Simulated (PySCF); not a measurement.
# Correlation energy of C³⁺ (carbon, charge +3)

[He] 2s1, 2S determinant. All numbers are calculated (PySCF 2.14, no relativity, point nucleus, in dyall-acv3z). Frozen: nothing; 3 electrons correlated; the 5 highest virtual orbitals of each spin left out.

MP2 pair energies summed by pair of shells (mhartree):

```json
{"pair": "1s-1s", "energy": "-38.65", "share (%)": "88.6"}
{"pair": "1s-2s", "energy": "-4.98", "share (%)": "11.4"}
```

Total MP2 correlation energy: -43.63 mhartree.

Same-spin part -1.23 and opposite-spin part -42.39 mhartree; SCS-MP2 scales them by 1/3 and 6/5 to -51.28 mhartree.
